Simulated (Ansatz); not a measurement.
Species: C2H6Cl3NSi, net charge 0, singlet state. 
Structure (B3LYP-D3(BJ)/def2-TZVP (Ansatz, a program for electronic structure) minimum search):
```xyz
13

C     -2.4456    -0.6024    -0.4403
N     -1.3750     0.3845    -0.3674
C     -1.8641     1.7425    -0.1626
Si     0.2140    -0.0531     0.0004
Cl     0.5426    -0.3724     2.0088
Cl     1.5007     1.4280    -0.5804
Cl     0.7023    -1.7917    -0.9617
H     -3.1244    -0.3498    -1.2599
H     -3.0271    -0.6339     0.4884
H     -2.0442    -1.5955    -0.6292
H     -2.5370     2.0189    -0.9794
H     -2.4153     1.8333     0.7806
H     -1.0403     2.4527    -0.1498
```
Charge 0, spin multiplicity 1.

Basis-set convergence of Hartree-Fock and MP2 correlation energies (hartree) with Ansatz. Valence correlation only, unless marked. Spin-orbit coupling is left out. Non-relativistic.

```
basis            functions        E(HF)  E(corr, MP2)
---------------  ---------  -----------  ------------
aug-cc-pV(D+d)Z        251  -1801.33607      -1.02569
aug-cc-pV(T+d)Z        496            ?             ?
```

Question: What belongs in the gaps?

Answer: 
- aug-cc-pV(T+d)Z, E(HF): -1801.42876
- aug-cc-pV(T+d)Z, E(corr, MP2): -1.26929
